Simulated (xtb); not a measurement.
GaCl4, SMILES [Cl][Ga-]([Cl])([Cl])[Cl], charge -1. All values are semi-empirical tight-binding results from xtb (GFN2-xTB unless named), good for trends rather than for accurate numbers. Geometry: GFN2-xTB. The isomer is the one that the SMILES or the coordinates give; other isomers of the formula were not compared.

Optimised geometry:

```xyz
5

Ga     0.0000     0.0000     0.0000
Cl     1.2540     1.2540    -1.2540
Cl    -1.2540     1.2540     1.2540
Cl    -1.2540    -1.2540    -1.2540
Cl     1.2540    -1.2540     1.2540
```
Charge -1, spin multiplicity 1.

For metal compounds this method's bond lengths and energies can be far off.

The point group as xtb finds it comes out as Td, the orbital gap is 6.26 eV and the zero-point energy is 2.5 kcal/mol. The G − E(el) at 298.15 K (modified RRHO) is -18.4 kcal/mol.

Computed atomic charges and the Wiberg bond orders between heavy atoms:
charges (e) Ga1 -0.15, Cl2 -0.21, Cl3 -0.21, Cl4 -0.21, Cl5 -0.21. Bond orders Ga1–Cl2 1.10, Ga1–Cl3 1.10, Ga1–Cl4 1.10, Ga1–Cl5 1.10.
